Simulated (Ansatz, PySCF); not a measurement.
Spin gap between two states, R1 and P1; the higher of the two is an excited state, each structure at its B3LYP-D3(BJ)/def2-TZVP stationary point, reached from a drawn start (curvature not checked).
R1, Cl2Si (SMILES Cl[Si]Cl) (charge 0, multiplicity 1):
```
atom    x (Å)   y (Å)    z (Å)
----  -------  ------  -------
Si     0.0000  0.0000  -0.8816
Cl     1.6233  0.0000   0.4408
Cl    -1.6233  0.0000   0.4408
```
P1, Cl2Si (SMILES Cl[Si]Cl) (charge 0, multiplicity 3):
```xyz
3

Si     0.0000     0.0000    -0.7045
Cl     1.7715     0.0000     0.3523
Cl    -1.7715     0.0000     0.3523
```

P less R. No zero-point or thermal terms; singlets are restricted closed shells; open shells are unrestricted.

Cores are frozen in the correlated methods. CBS: X⁻³ extrapolation of the correlation energy, Hartree–Fock from the larger set.

Programs: Ansatz (an electronic-structure program); PySCF for the D3/D4 terms. Each number belongs to the level named beside it.

```
level                                  spin gap (kcal/mol)
-------------------------------------  -------------------
PBE/def2-TZVPP                                       49.93
BLYP-D3(BJ)/def2-TZVPP                               54.23
revPBE/def2-TZVPP                                    48.72
r2SCAN/def2-TZVPP                                    44.08
B97M-V/def2-TZVPP                                    52.96
B3LYP-D4/def2-TZVPP                                  53.07
PBE0-D3(BJ)/def2-TZVPP                               48.05
BHLYP/def2-TZVPP                                (withheld)
CCSD(T)/CBS(cc-pV(T+d)Z, cc-pV(Q+d)Z)           (withheld)
```

Problem. Some entries are withheld; supply them.

Solution. 
- BHLYP/def2-TZVPP, spin gap (kcal/mol): 51.00
- CCSD(T)/CBS(cc-pV(T+d)Z, cc-pV(Q+d)Z), spin gap (kcal/mol): 53.60
